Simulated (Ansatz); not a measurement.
Abridged output of a molecular run in Ansatz:

```
Functional definition: HF
1397 factors; integrals over basis functions are off by at most 7.5e-4 eV
mean field evaluation 1: about -223742.8429 eV, gradient 3.0e1 eV
mean field evaluation 2: about -223742.9313 eV, gradient 3.0e1 eV
mean field evaluation 4: about -223746.0029 eV, gradient 1.6e0 eV
mean field evaluation 8: about -223746.0309 eV, gradient 1.7e-1 eV
mean field -223746.03122193 eV, -8222.5149868990 hartree, gradient 2.1e-6 eV, S^2 0.000000; 0 other end points of the search recorded, 0 dependent functions left out
32 core orbitals not correlated: weight in the atoms' cores, before any rotation towards them, 1.000 or more for the frozen orbitals, at most 0.000 for the correlated occupied ones
reference -223746.03122193 eV, -8222.5149868990 hartree; 35, 35 occupied and 78, 78 virtual orbitals, 1397 factors
second order -29.08246368 eV of doubles, -0.00000000 eV of singles
cycle   1  -28.29736277 eV  change    7.9e-1 eV  update   1.8e-1
cycle   2  -28.94030136 eV  change   -6.4e-1 eV  update   7.9e-2
cycle   3  -29.13036529 eV  change   -1.9e-1 eV  update   3.1e-2
cycle   4  -29.09779505 eV  change    3.3e-2 eV  update   8.9e-3
cycle   5  -29.09382058 eV  change    4.0e-3 eV  update   2.5e-3
cycle   6  -29.09444465 eV  change   -6.2e-4 eV  update   7.6e-4
cycle   7  -29.09422819 eV  change    2.2e-4 eV  update   3.6e-4
cycle   8  -29.09424784 eV  change   -2.0e-5 eV  update   1.3e-4
cycle   9  -29.09435432 eV  change   -1.1e-4 eV  update   3.9e-5
cycle  10  -29.09434745 eV  change    6.9e-6 eV  update   9.8e-6
perturbative correction -0.92625982 eV, -0.0340394205 hartree
Total energy: -223776.05182920 eV, -8223.6182238674 hartree
```

Its atoms:

Z-matrix (Å, degrees):
```
Zr
Cl 1 2.311
Br 1 2.468 2 109.4
Br 1 2.468 2 109.4 3 120.0
Br 1 2.468 2 109.4 3 -120.0
```

Which basis set was used?
A. def2-SVP
B. cc-pV(Q+d)Z
C. def2-QZVPP
D. def2-TZVPPD

A. It gives 145 functions.

Write the keys of the input that set method, charge and spin (a neutral closed shell needs none for the last two).


```yaml
correlation: {method: ccsd_t}
```
